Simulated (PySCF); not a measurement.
Decacarbon chain, C₁₀ (triplet state).
Atom-mapped SMILES: `[C:1]=[C:2]=[C:3]=[C:4]=[C:5]=[C:6]=[C:7]=[C:8]=[C:9]=[C:10]`

Computed, not measured: PBE0-D3(BJ)/def2-SVP geometry optimisation, gas phase in PySCF 2.14.0.

Entries marked ? are missing. Bonds in one row agree within 0.01 Å.

```
   coordinate    value
C1=C2, C9=C10  1.299 Å
 C2=C3, C8=C9        ?
 C3=C4, C7=C8        ?
 C4=C5, C6=C7        ?
        C5=C6  1.281 Å
     C1–C2–C3        ?
     C2–C3–C4   179.9°
     C3–C4–C5        ?
     C4–C5–C6        ?
```

Problem. Fill in the missing values.

Solution. 
- C2=C3, C8=C9 = 1.296 Å, drawn double (both ends carbon bonded to 2 C); 0.08 Å below the sum of covalent radii, 1.38 Å.
- C3=C4, C7=C8 = 1.280 Å, drawn double (both ends carbon bonded to 2 C); 0.10 Å below the sum of covalent radii, 1.38 Å.
- C4=C5, C6=C7 = 1.287 Å, drawn double (both ends carbon bonded to 2 C); 0.09 Å below the sum of covalent radii, 1.38 Å.
- C1–C2–C3 = 179.7°, at the carbon bonded to 2 C; the outer atoms are 2.595 Å apart.
- C3–C4–C5 = 180.0°, at the carbon bonded to 2 C; the outer atoms are 2.567 Å apart.
- C4–C5–C6 = 180.0°, at the carbon bonded to 2 C; the outer atoms are 2.568 Å apart.

Radii are Cordero's, carbon taken as 0.76, 0.73 or 0.69 Å for four, three, and two or fewer neighbours.

Not checked by PBE0-D3(BJ)/def2-SVP frequencies. ⟨S²⟩ = 2.115 (exact for a triplet: 2.00).
